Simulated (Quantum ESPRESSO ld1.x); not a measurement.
Q: The mean radii <r> (bohr) of the occupied orbitals of an atom or ion are listed with their occupations. All-electron calculation, Dirac Kohn-Sham, LDA (Slater exchange, Perdew-Zunger correlation), spin-unpolarised, spherical densities, point nucleus. Program: ld1.x of Quantum ESPRESSO 7.5.

orbital  occ.      <r>
1s1/2       2  0.02845
2s1/2       2   0.1223
2p1/2       2   0.1033
2p3/2       4   0.1087
3s1/2       2   0.3292
3p1/2       2   0.3193
3p3/2       4   0.3304
3d3/2       4   0.3005
3d5/2       6   0.3040
4s1/2       2   0.7372
4p1/2       2   0.7566
4p3/2       4   0.7765
4d3/2     0.4   0.8178
4d5/2     0.6   0.8237

Name the element and its charge. Open shells, if any, are shared by 2j + 1.

A: Z = 51, antimony, charge +14: Sb14+ in [Kr] 4d1. The 1s radius gives Z: for a bare nucleus <r> = (2 gamma + 1)/(2Z) with gamma = sqrt(1 - (Z/c)^2), 0.028 bohr for Z = 51, and screening makes it slightly larger (0.02845 here). The occupations add up to 37, and the charge is Z minus that.
